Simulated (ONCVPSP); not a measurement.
**Before and after: ONCV potential for neon**

| Property | Result |
| --- | --- |
| Element | neon |
| Generator | ONCVPSP 4.0.1 |
| Type | optimised norm-conserving Vanderbilt (ONCV) |
| Functional | PBE |
| Relativity | scalar-relativistic |
| Frozen core | [He] |
| Valence charge | 8 |
| Reference configuration | 2s2 2p6 |
| Partial waves | 2s: rc 0.50 bohr, ncon 5, nbas 9, qcut 12 1/bohr, 3 projectors, debl 1.9 Ha; 2p: rc 1.55 bohr, ncon 3, nbas 6, qcut 7.4 1/bohr, 2 projectors, debl 0.9 Ha; d scattering state at 0.24 Ha: rc 1.60 bohr, ncon 4, nbas 8, qcut 7 1/bohr, 1 projector |
| Local potential | polynomial inside 0.40 bohr (lpopt 5, dvloc0 1 Ha) |
| Core correction | Teter function, fcfact 4.75, rcfact 1.7 |

All-electron outer shells of the reference configuration (PBE, scalar-relativistic, ld1.x):

```tsv
shell	level (eV)	outermost node (bohr)	outermost maximum (bohr)
1s	-830.80	–	0.10
2s	-36.40	0.22	0.68
2p	-13.33	–	0.62
```

Change: all radii but the core radius scaled by about 1.32 (s 0.66, p 2.04, d 2.10 bohr); local potential polynomial inside 0.52 bohr (lpopt 5, dvloc0 1 Ha).

Cutoffs: the cutoffs (Ha) at which the residual kinetic energy of the hardest occupied pseudo-wave falls to 1 and 0.1 mHa per electron; they do not see the model core or the augmentation charge, which bear on the density cutoff. Errors are all-electron minus pseudo energies relative to the spin-unpolarised reference configuration.

How do hardness, ghosts and transferability respond?

The potential gets softer (765 Ha and 920 Ha → 71 Ha and 250 Ha); both files keep a bound ghost (s); of the 4 tests that both files solve, the error grows in 4 and shrinks in 0 by more than 15 % and 0.3 meV (median size 631.8 → 1130.6 meV). A larger radius leaves more room for a smooth pseudo-wave, so fewer plane waves are needed. More of the atom is replaced by a form fitted at one configuration, so other configurations suffer.

```csv
quantity,base,changed
"cutoff, loose",765 Ha,71 Ha
"cutoff, tight",920 Ha,250 Ha
loose cutoff by channel,"s 765 Ha, p 24 Ha","s 71 Ha, p 19 Ha"
bound ghosts,s,s
GHOST(+) flags under 300 eV,d at 63.1 eV,d at 66.4 eV
"error for 2s2 2p5, meV [ΔE 22.48 eV]",+158,+316
"error for 2s2 2p4, meV [ΔE 65.74 eV]",+1067,+1946
"error for 2s2 2p3, meV [ΔE 133.17 eV]",+3565,+6095
"error for 2s1 2p6, meV [ΔE 45.88 eV]",-197,-316
"rms error of d²Exc/dni dnj with the model core, mHa",2.28,2.82
```

Changed file: These tests converged, but a pseudo level misses the all-electron one widely, so the file describes the atom poorly there or has found another state: 2s2 2p3: 2p by 5.9 eV. A true bound ghost makes a file unfit for plane-wave use even where its test errors are small: the radial tests pick states by their node count and pass the ghost by.
